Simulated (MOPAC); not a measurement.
Input for MOPAC: PM6 on BrGeHO (SMILES [OH][Ge][Br]), a point of a torsion scan.

```
PM6 1SCF PRECISE CHARGE=0 THREADS=1
BrGeHO

O     -1.00558491 1     0.22438959 1     0.26393220 1
Ge     0.50881205 1     0.91944310 1    -0.33305385 1
Br     0.55429620 1     2.71166977 1     1.19219708 1
H     -1.47712783 1    -0.54713439 1    -0.03378151 1
```

Output:

```
*******************************************************************************
 **                                                                           **
 **                              MOPAC v23.2.5                                **
 **                                                                           **
 *******************************************************************************
 ** MOPAC's Digital Object Identifier: https://doi.org/10.5281/zenodo.6511958 **
 **                                                                           **
 ** Please cite the open-source release paper for use of this MOPAC version:  **
 ** J. E. Moussa and J. J. P. Stewart (2026)                                  **
 ** MOPAC: An open-source semiempirical molecular orbital program             **
 ** J. Open Source Softw., 11(119), 8025, https://doi.org/10.21105/joss.08025 **
 *******************************************************************************

                              PM6 CALCULATION RESULTS

 *******************************************************************************
 *  PM6        - The PM6 Hamiltonian to be used
 *
 *
 *
 *                 CHARGE ON SYSTEM = 0
 *
 *
 *
 *  PRECISE    - TIGHTER CRITERIA TO BE USED
 *  1SCF       - DO 1 SCF AND THEN STOP
 *  THREADS=1  - MULTI-THREADING NOT USED
 *  T=         - A TIME OF 172800.0 SECONDS REQUESTED
 *  DUMP=N     - RESTART FILE WRITTEN EVERY 7200.0 SECONDS REQUESTED
 *******************************************************************************
PM6 1SCF PRECISE CHARGE=0 THREADS=1
 BrGeHO

   ATOM   CHEMICAL          X               Y               Z
  NUMBER   SYMBOL      (ANGSTROMS)     (ANGSTROMS)     (ANGSTROMS)

     1       O         -1.00558491  *   0.22438959  *   0.26393220  *
     2      Ge          0.50881205  *   0.91944310  *  -0.33305385  *
     3      Br          0.55429620  *   2.71166977  *   1.19219708  *
     4       H         -1.47712783  *  -0.54713439  *  -0.03378151  *



          CARTESIAN COORDINATES

    NO.       ATOM           X           Y           Z

     1         O         -1.0056      0.2244      0.2639
     2        Ge          0.5088      0.9194     -0.3331
     3        Br          0.5543      2.7117      1.1922
     4         H         -1.4771     -0.5471     -0.0338

 General Reference for PM6:
 "Optimization of Parameters for Semiempirical Methods V: Modification of NDDO Approximations
 and Application to 70 Elements", J. J. P. Stewart, J. Mol. Mod., 13, 1173-1213 (2007)
 URL: https://link.springer.com/article/10.1007/s00894-007-0233-4

           Empirical Formula: H O Ge Br  =     4 atoms



      MOLECULAR POINT GROUP   :   Cs


      RHF CALCULATION, NO. OF DOUBLY OCCUPIED LEVELS = 9


 -------------------------------------------------------------------------------
 PM6 1SCF PRECISE CHARGE=0 THREADS=1
 BrGeHO



     1SCF WAS SPECIFIED, SO BFGS WAS NOT USED
     SCF FIELD WAS ACHIEVED


                              PM6 CALCULATION
                                                       MOPAC v23.2.5 Linux




          FINAL HEAT OF FORMATION =        -52.61586 KCAL/MOL =    -220.14475 KJ/MOL


          COSMO AREA              =        109.89 SQUARE ANGSTROMS
          COSMO VOLUME            =         99.03 CUBIC ANGSTROMS

          IONIZATION POTENTIAL    =          9.012518 EV
          HOMO LUMO ENERGIES (EV) =         -9.013 -1.259
          NO. OF FILLED LEVELS    =          9
          MOLECULAR WEIGHT        =        169.5013         POINT GROUP:  Cs

          MOLECULAR DIMENSIONS (Angstroms)

            Atom       Atom       Distance
            H     4   Br     3     4.03107
           Ge     2    O     1     1.35103
           Ge     2   Br     3     0.00000


          SCF CALCULATIONS        =          1





   ATOM   CHEMICAL          X               Y               Z
  NUMBER   SYMBOL      (ANGSTROMS)     (ANGSTROMS)     (ANGSTROMS)

     1       O         -1.00558491  *   0.22438959  *   0.26393220  *
     2      Ge          0.50881205  *   0.91944310  *  -0.33305385  *
     3      Br          0.55429620  *   2.71166977  *   1.19219708  *
     4       H         -1.47712783  *  -0.54713439  *  -0.03378151  *

                             CARTESIAN COORDINATES

   1    O       -1.005584910     0.224389590     0.263932200
   2   Ge        0.508812050     0.919443100    -0.333053850
   3   Br        0.554296200     2.711669770     1.192197080
   4    H       -1.477127830    -0.547134390    -0.033781510


           Empirical Formula: H O Ge Br  =     4 atoms



      MOLECULAR POINT GROUP   :   Cs


                  EIGENVALUES
 -28.38841 -27.30348 -19.37277 -14.77553 -13.05512 -12.84548 -10.49018 -10.40149
  -9.01252  -1.25878  -0.34230   0.88456   5.44056 115.55080 115.58631 115.70923
 115.98331 115.99879


              NET ATOMIC CHARGES AND DIPOLE CONTRIBUTIONS

  ATOM NO.   TYPE          CHARGE      No. of ELECS.   s-Pop       p-Pop       d-Pop
    1          O          -0.739904        6.7399     1.71190     5.02800
    2         Ge           0.782255        3.2177     1.82593     1.39182
    3         Br          -0.381550        7.3815     1.98298     5.39482     0.00375
    4          H           0.339199        0.6608     0.66080
 DIPOLE           X         Y         Z       TOTAL
 POINT-CHG.     2.063    -3.204    -4.429     5.843
 HYBRID        -1.609     0.389     1.617     2.314
 SUM            0.454    -2.815    -2.812     4.005


          ATOMIC ORBITAL ELECTRON POPULATIONS

     Atom    s        px        py        pz      x^2-y^2     xz        z^2       yz        xy
    1  O   1.71190   1.63365   1.57547   1.81888
    2 Ge   1.82593   0.47213   0.42522   0.49447
    3 Br   1.98298   1.95724   1.67656   1.76101   0.00079   0.00019   0.00033   0.00208   0.00037
    4  H   0.66080

 **********************
 *                    *
 * JOB ENDED NORMALLY *
 *                    *
 **********************




 == MOPAC DONE ==
```

The run finished.

Cost: very roughly 0.010 core-seconds.
